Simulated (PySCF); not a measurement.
## Continuum solvent and chemical shifts

Structure with atom numbers: `[CH2:1]=[CH:2][B:3]1[O:4][BH:5][O:6][B:7]([CH3:8])[O:9]1`. Each H is labelled by its parent atom. Ha(C1) is cis to B3; Hb(C1) is trans to B3.

GIAO PBE0/pcSseg-1 in PySCF on one PBE0-D3(BJ)/def2-SVP conformer, non-relativistic, equivalent nuclei averaged. Solvents enter as an IEF-PCM continuum (chloroform with ε = 4.7, dichloromethane with ε = 8.9) around the gas-phase geometry. Shifts are referred to TMS, BF3·OEt2 computed in the same medium.

Gas phase, δ in ppm: C1 154.1, C2 138.3, C8 -0.1, B7 33.2, B5 26.5, B3 26.0, Ha(C1) 7.12, Hb(C1) 6.69, H(C2) 6.24, H(B5) 4.57, H(C8) 0.58. Dipole moment 0.77 D.

Q: How does each δ change in the continuum?

A: 
```csv
atoms,environment,"Δδ, chloroform","Δδ, dichloromethane"
C1,terminal =CH2 carbon,+2.2,+2.7
C2,alkene CH,+0.3,+0.3
C8,methyl carbon bonded to B,+0.3,+0.3
B7,"boron bonded to C, 2 O, in a 6-membered ring",+0.6,+0.7
B5,"boron bonded to 2 O, H, in a 6-membered ring",+0.3,+0.4
B3,"boron bonded to C, 2 O, in a 6-membered ring",+0.4,+0.5
Ha(C1),hydrogen on a terminal =CH2 carbon,+0.07,+0.08
Hb(C1),hydrogen on a terminal =CH2 carbon,+0.17,+0.20
H(C2),hydrogen on an alkene CH,+0.06,+0.08
H(B5),"hydrogen on a boron bonded to 2 O, in a 6-membered ring",-0.04,-0.05
H(C8),hydrogen on a methyl carbon bonded to B,+0.05,+0.05
```

Changes are relative to the gas phase. The dipole moment becomes 0.89 D in chloroform, 0.92 D in dichloromethane.

Q: Which nuclei move most (in ppm), and what does the model miss?

A: C1 (terminal =CH2 carbon, +2.7 ppm) in dichloromethane. A continuum only polarises the solute; specific hydrogen bonds, the anisotropy of aromatic solvents and changes of geometry or conformer are outside it.
